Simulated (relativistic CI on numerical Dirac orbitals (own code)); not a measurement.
**Judd-Ofelt analysis for Tm³⁺**

Computed by Dirac-Coulomb-Breit CI, separate exchange-only KLI orbitals for each configuration, model QED (radiative potential, 1s self-energy scaled to tabulated hydrogen-like ionisation energies), valence Slater integrals scaled by 0.8 (own radial code, finite nucleus).

Configuration 4f¹² alone, in intermediate coupling. Take Ω₂ = 6.68, Ω₄ = 5.34, Ω₆ = 3.93 (10⁻²⁰ cm²) and refractive index n = 1.81 as given. A_ED = 64π⁴e²ν³ n(n² + 2)²/[27h(2J + 1)] Σ Ω_λ |U^λ|², in Gaussian units with ν in cm⁻¹, and A_MD is n³ times the free-ion magnetic-dipole rate; a dash marks a rate that is forbidden or under 2 % of the level's free-ion decay.

Emitting level ¹D2 at 28342 cm⁻¹ (radiative decay alone: multiphonon quenching in a host is left out, and the level can lie too high or too low):

```tsv
To	ν (cm⁻¹)	U² squared	U⁴ squared	U⁶ squared	Free-ion A(M1) (s⁻¹)
³H6	28342	0.0000	0.2795	0.0844	-
³F4	23016	0.5448	0.0771	0.0309	-
³H5	20247	0.0000	0.0003	0.0228	-
³H4	16057	0.1177	0.0064	0.2116	-
³F3	13841	0.1452	0.0570	0.0000	18.4
³F2	13200	0.0616	0.2979	0.0000	10.3
¹G4	8174	0.2105	0.1804	0.0011	-
```

Question: Give the rates, branching ratios and the radiative lifetime.

Answer: The rates are:

```
 To  λ (nm)  A_ED (s⁻¹)  A_MD (s⁻¹)  β (%)
³H6     353       33700           0   37.9
³F4     434       41200           0   46.5
³H5     494         611           0    0.7
³H4     623        5540           0    6.2
³F3     722        2740         109    3.2
³F2     758        3730        61.2    4.3
¹G4    1223        1050           0    1.2
```

τ_rad = 1.13e-05 s. Computed level positions enter as ν³, so measured ones would change the rates. For the strongest line (434 nm) and an assumed effective width Δλ = 5.7 nm (300 cm⁻¹), the Füchtbauer-Ladenburg formula σ = λ⁴A/(8πcn²Δλ) gives a peak emission cross-section of 11 × 10⁻²⁰ cm². The line to ³F4 has a large U² element and is therefore hypersensitive to the surroundings through Ω₂.
